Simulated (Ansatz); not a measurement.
Cost and result for the atomization energy of `[OH][In]([F])[F]` (5 atoms, 4 bonds).

The species carries charge 0 and has multiplicity 1. Correlated methods include outer-core shells of In, which these sets cover unevenly. In takes the def2 core potential. All single points use the PBE0-D4/def2-TZVP geometry. It is one conformer, not always the lowest. Program: Ansatz. All runs use 4 threads of an Arm Neoverse V1 on a shared host. Times are those of one run each, without the atoms' runs, and a repeat can differ threefold. Electronic energies, without spin–orbit coupling; frozen cores. CCSD(T)/CBS adds CCSD(T) − MP2 in def2-TZVPP to the MP2 limit, and its time is that of the two runs behind it. T1 = 0.018. With those shells the extrapolation isn't a true limit.

CCSD(T)/CBS is a level of theory with its own doubt, some kJ/mol a heavy atom from the limit and from the frozen cores, so smaller differences don't rank the functionals.

```json
{"level": "LDA (SPW92)/def2-TZVPP", "functions": "157", "wall time": "0.6 s", "atomization (kcal/mol)": "452.3", "difference from CCSD(T)/CBS": "67.1", "per bond": "16.8"}
{"level": "revPBE-D4/def2-TZVPP", "functions": "157", "wall time": "0.9 s", "atomization (kcal/mol)": "372.5", "difference from CCSD(T)/CBS": "-12.7", "per bond": "-3.2"}
{"level": "PBE0-D4/def2-TZVPP", "functions": "157", "wall time": "1.2 s", "atomization (kcal/mol)": "368.1", "difference from CCSD(T)/CBS": "-17.1", "per bond": "-4.3"}
{"level": "BHLYP-D4/def2-TZVPP", "functions": "157", "wall time": "1.2 s", "atomization (kcal/mol)": "344.1", "difference from CCSD(T)/CBS": "-41.1", "per bond": "-10.3"}
{"level": "CAM-B3LYP-D4/def2-TZVPP", "functions": "157", "wall time": "1.4 s", "atomization (kcal/mol)": "377.2", "difference from CCSD(T)/CBS": "-8.0", "per bond": "-2.0"}
{"level": "CCSD(T)/def2-SVP", "functions": "73", "wall time": "1.8 s", "atomization (kcal/mol)": "343.9", "difference from CCSD(T)/CBS": "-41.3", "per bond": "-10.3"}
{"level": "r2SCAN-D4/def2-TZVPP (with forces)", "functions": "157", "wall time": "2.2 s", "atomization (kcal/mol)": "378.8", "difference from CCSD(T)/CBS": "-6.4", "per bond": "-1.6"}
{"level": "PBE-QIDH/def2-TZVPP", "functions": "157", "wall time": "2.3 s", "atomization (kcal/mol)": "368.3", "difference from CCSD(T)/CBS": "-16.9", "per bond": "-4.2"}
{"level": "ωB97X-V/def2-TZVPP", "functions": "157", "wall time": "3.6 s", "atomization (kcal/mol)": "380.3", "difference from CCSD(T)/CBS": "-4.9", "per bond": "-1.2"}
{"level": "B97M-V/def2-TZVPP", "functions": "157", "wall time": "4 s", "atomization (kcal/mol)": "377.2", "difference from CCSD(T)/CBS": "-8.0", "per bond": "-2.0"}
{"level": "MP2/def2-QZVPP", "functions": "283", "wall time": "4.8 s", "atomization (kcal/mol)": "398.6", "difference from CCSD(T)/CBS": "13.4", "per bond": "3.3"}
{"level": "CCSD(T)/def2-TZVPP", "functions": "157", "wall time": "34 s", "atomization (kcal/mol)": "367.3", "difference from CCSD(T)/CBS": "-17.9", "per bond": "-4.5"}
{"level": "CCSD(T)/CBS(def2)", "functions": "–", "wall time": "38 s", "atomization (kcal/mol)": "385.2", "difference from CCSD(T)/CBS": "0.0", "per bond": "0.0"}
```

From BLYP to BHLYP (50 % exact exchange), in def2-TZVPP and without D4, the atomization energy moves by −33.4 kcal/mol: exact exchange takes away binding that semilocal exchange gives to molecules. The D4 term adds +2.7 kcal/mol with B3LYP and +1.4 kcal/mol with PBE0; it sums over pairs of atoms, weighted by their polarisabilities, and B3LYP, whose exchange is more repulsive, gets the larger term. Leaving LDA and LC-ωPBE aside and taking each functional with its dispersion term where it has one, the values, not all of them listed here, spread over 45.0 kcal/mol, from BHLYP-D4 to PBE-D4. LDA lies +64.8 kcal/mol from PBE without D4, its usual overbinding.

B3LYP here is the variant with VWN-RPA as its local correlation; programs differ in this.

Spin–orbit coupling would lower the free In atoms strongly, and the atomization energy with them, by more than many differences here.
